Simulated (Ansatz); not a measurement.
Species: C₃H₅N, SMILES `C=CC=N` (C–C–C–N torsion 180°) (charge 0, multiplicity 1).

**Question.** Give a relaxed geometry from B3LYP-D3(BJ)/def2-TZVP (Ansatz, a program for electronic structure).

**Answer.** Several could match; the one computed here: the end point of this relaxation, one of several conformers (outside a Z-matrix the atoms follow the SMILES, hydrogens last).
Cartesian coordinates (Å) in one orientation:
```xyz
9

C      1.491     0.064     0.265
C      0.285    -0.371    -0.098
C     -0.922     0.446     0.024
N     -2.108     0.115    -0.295
H      2.375    -0.552     0.168
H      1.627     1.059     0.671
H      0.159    -1.371    -0.505
H     -0.773     1.447     0.436
H     -2.134    -0.837    -0.668
```
